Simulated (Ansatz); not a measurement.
Consider the formal exchange of groups at the Si–C bond: `[SiH3]/C=C/Cl` + `C[SiH](F)CF` → `C[SiH]([SiH3])CF` + `F/C=C/Cl`.

Computed with Ansatz on PBE0-D4/def2-TZVP structures; ΔE is electronic, products minus reactants. CCSD(T)/CBS adds triple-zeta CCSD(T) − MP2 to the extrapolated MP2 energy (def2 sets, frozen cores). Double bonds are as drawn, so ΔE can hold a change between cis and trans. Functionals use def2-TZVPP. Each species was taken in one conformer, which may not be the lowest.

| level | ΔE (kJ/mol) | difference from CCSD(T)/CBS |
| --- | --- | --- |
| PBE-D4 | 203.0 | -37.2 |
| PBE0-D4 | 213.1 | -27.1 |
| ωB97X-V | 224.4 | -15.8 |
| B2PLYP | 239.1 | -1.1 |
| PBE | 204.5 | -35.7 |
| PBE0 | 214.7 | -25.5 |
| HF/def2-TZVPP | 250.3 | 10.1 |
| MP2/def2-TZVPP | 251.8 | 11.6 |
| SCS-MP2/def2-TZVPP | 248.8 | 8.6 |
| SCS-MP2/def2-QZVPP | 253.1 | 12.9 |
| CCSD(T)/CBS | 240.2 | 0 |

Largest T1 diagnostic among the species: 0.012.

From PBE to PBE0 (25 % exact exchange), in def2-TZVPP and without D4, ΔE moves by +10.2 kJ/mol.
